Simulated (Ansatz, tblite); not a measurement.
Removing and adding an electron: WNF₃. Total charge 0; singlet. Geometry: PBE0-D4/def2-SVP. Ansatz, gas phase; energy differences of separate SCF runs; the oxidised species was run as a doublet alone; the reduced species was run as a doublet alone.

```csv
atom,x (Å),y (Å),z (Å)
W1,0.003,-0.014,-0.064
N2,-0.081,0.346,1.545
F3,1.384,-1.256,-0.165
F4,0.376,1.623,-0.863
F5,-1.681,-0.698,-0.452
```

In the def2 sets W takes a core potential; there is no spin–orbit coupling. The xTB rows come from tblite. HOMO above LUMO, or a gap near zero within one spin, warns that the state may not be the lowest or that an electron is smeared out.

| level | −HOMO (eV) | vertical IE (eV) | −LUMO (eV) | vertical EA (eV) | HOMO–LUMO gap (eV) | IE − EA (eV) | remarks |
| --- | --- | --- | --- | --- | --- | --- | --- |
| GFN1-xTB | 11.37 | 15.01 | 7.47 | 4.31 | 3.90 | 10.70 | – |
| GFN2-xTB | 10.29 | 14.66 | 9.18 | 6.06 | 1.11 | 8.60 | – |
| PBE-D4/def2-TZVP | 7.85 | 11.55 | 3.41 | – | 4.45 | – | – |
| PBE-D4/def2-TZVPD | 7.89 | – | 3.45 | 0.16 | 4.44 | – | HOMO above zero (-1 doublet), gap within one spin near zero (-1 doublet), restricted SCF unstable in HF (singlet) |
| r2SCAN-D4/def2-TZVP | 8.24 | 11.57 | 3.32 | – | 4.93 | – | restricted SCF unstable in HF (singlet) |
| r2SCAN-D4/def2-TZVPD | 8.25 | – | 3.32 | 0.18 | 4.92 | – | HOMO above zero (-1 doublet), restricted SCF unstable in HF (singlet) |
| PBE0-D4/def2-TZVP | 9.50 | 11.76 | 2.55 | – | 6.95 | – | restricted SCF unstable in HF (singlet) |
| PBE0-D4/def2-TZVPD | 9.51 | – | 2.56 | 0.39 | 6.94 | – | HOMO above zero (-1 doublet), restricted SCF unstable in HF (singlet) |

Relaxing the oxidised species (PBE0-D4/def2-SVP) changes its energy by -0.27 eV at PBE0-D4/def2-TZVP, so the adiabatic ionisation energy to this nearest minimum is 11.50 eV. At PBE-D4/def2-TZVP it is 11.33 eV.     A HOMO above zero means that the electron is unbound at that level or that self-interaction error raises the level; the energy of removing that electron tells which. Raw xTB energy differences between charge states are shifted by several eV; the methods need an empirical correction for them.
